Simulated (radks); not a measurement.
Q: Kr+, configuration [Ar] 3d10 4s1.75 4p5 5p0.25 (fractional occupations, a model configuration). Method: scalar-relativistic Kohn-Sham, B86b exchange with PBE correlation, spin-polarised, spherical densities, point nucleus; open shells are filled with parallel spins first; computed with a radial shooting solver on a logarithmic mesh with Libxc functionals. Some entries of the table are withheld. Estimate them.

| orbital | occ. | eigenvalue (hartree) | <r^2> (bohr^2) |
|---|---|---|---|
| 1s up | 1 | -520.9398 | 0.002318 |
| 1s down | 1 | -520.9358 | 0.002318 |
| 2s up | 1 | -69.05601 | 0.03970 |
| 2s down | 1 | -69.05362 | 0.03970 |
| 2p up | 3 | -61.11694 | 0.03136 |
| 2p down | 3 | -61.11331 | 0.03136 |
| 3s up | 1 | -10.22775 | 0.3231 |
| 3s down | 1 | -10.22245 | 0.3230 |
| 3p up | 3 | -7.69947 | 0.3418 |
| 3p down | 3 | -7.69359 | 0.3415 |
| 3d up | 5 | -3.51644 | (1) |
| 3d down | 5 | -3.50930 | (2) |
| 4s up | 1 | -1.33681 | (3) |
| 4s down | 0.75 | -1.29256 | (4) |
| 4p up | 3 | -0.79835 | 3.723 |
| 4p down | 2 | -0.75595 | 3.788 |
| 5s up | 0 | -0.25137 | 22.23 |
| 4d up | 0 | -0.18187 | 15.88 |
| 5p up | 0.25 | -0.16627 | 36.88 |

A: 
(1) 3d up <r^2> (bohr^2): 0.3804
(2) 3d down <r^2> (bohr^2): 0.3787
(3) 4s up <r^2> (bohr^2): 2.650
(4) 4s down <r^2> (bohr^2): 2.662
